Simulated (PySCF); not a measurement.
## Copper: a sound run and one with changed settings

Sound run: Cu [Ar] 3d10 4s1, Cu⁺ [Ar] 3d10. Computed with PySCF 2.14 in Sapporo-DKH3-DZP-2012 (6s4p3d1f, 40 functions), with scalar relativity by spin-free X2C-1e. In the sound run the correlated levels freeze [Ar]. The sound run starts from symmetry-adapted Hartree-Fock orbitals and uses a fine grid where one is needed.

A second run was set up differently.

```json
{"species": "Cu", "method": "MP2", "sound run (hartree)": "-1653.53334", "changed run (hartree)": "-1653.81181", "converged": "yes"}
{"species": "Cu⁺", "method": "MP2", "sound run (hartree)": "-1653.26318", "changed run (hartree)": "-1653.53873", "converged": "yes"}
```

Ionisation energy of Cu:

| method | sound run (eV) | changed run (eV) |
| --- | --- | --- |
| UHF | 6.569 | 6.569 |
| MP2 | 7.352 | 7.431 |
| SCS-MP2 | 7.230 | 7.282 |

What was changed?
A. level shift left on
B. basis contracted for another Hamiltonian
C. minimal basis
D. all electrons correlated in a valence basis

D. A valence basis has no tight correlating functions, so it recovers only part of the core correlation, and not evenly between atom and ion.
